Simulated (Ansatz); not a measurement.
```yaml
crystal:
  periodic: [false, false, false]
  atoms:
    - {symbol: Ag, position_ang: [0.000007, -0.000013, -0.000003]}
    - {symbol: F, position_ang: [1.693889, 0.929193, 0.155073]}
    - {symbol: F, position_ang: [-1.693895, -0.929181, -0.155070]}
basis:
  gaussian: {orbitals: def2-SVP, nuclear_model: gaussian}
magnetization: {spin_polarized: true, initial_magnetization: 1}
hamiltonian: {xc: {name: PBE}, dispersion: d3bjatm}
scf: {lower_state_search: off}
output: {forces: true}
```

```sh
$ ansatz run in.yaml --threads 4 --pin off --events-out ev --progress --plain --max-ram 3916MiB
```

It prints (some lines left out):

```
Functional definition: PBE
  name "PBE"
  cite "Perdew, Burke & Ernzerhof, Phys. Rev. Lett. 77, 3865 (1996) doi:10.1103/PhysRevLett.77.3865"
  parent pbe
  parameter kappa = 0.804
  parameter beta = 0.06672455060314922
  exchange = pbe_x(kappa = kappa, mu = beta*pi^2/3)
  correlation = pbe_c(beta = beta)
these checks for a lower state are left out or cut short: stability, starts, cluster_reference, orbital_swaps, neighbouring_geometries, increment
578 factors; their error is unknown
mean field evaluation 1: about -9417.6297 eV, gradient 3.5e1 eV
mean field evaluation 2: about -9358.4517 eV, gradient 1.3e2 eV
mean field evaluation 4: about -9421.9026 eV, gradient 6.7e0 eV
mean field evaluation 8: about -9421.5228 eV, gradient 1.1e1 eV
mean field evaluation 16: about -9422.1290 eV, gradient 6.8e-2 eV
mean field -9422.10327771 eV, -346.2559089247 hartree, gradient 4.0e-6 eV, S^2 0.751157; 0 other end points of the search recorded, 0 dependent functions left out
the calculation of the forces begins
reference -9422.10332737 eV, -346.2559107499 hartree; 19, 18 occupied and 40, 41 virtual orbitals, 578 factors
Total energy: -9422.12997016 eV, -346.2568898542 hartree
Atom 0 at     0.000007    -0.000013    -0.000003 Å, force    -0.000032     0.000011     0.000003 eV/Å
Atom 1 at     1.693889     0.929193     0.155073 Å, force     0.029271     0.016043     0.002677 eV/Å
Atom 2 at    -1.693895    -0.929181    -0.155070 Å, force    -0.029239    -0.016054    -0.002680 eV/Å
Dipole moment:     0.000007    -0.000011    -0.000003 e Å
Checks for a lower state left out: stability, starts, cluster_reference, orbital_swaps, neighbouring_geometries, increment
```

Hardware: 4 threads of Arm Neoverse V1 on a shared host. Wall time 0.7 s.

In the def2 sets Ag takes a core potential; there is no spin–orbit coupling.
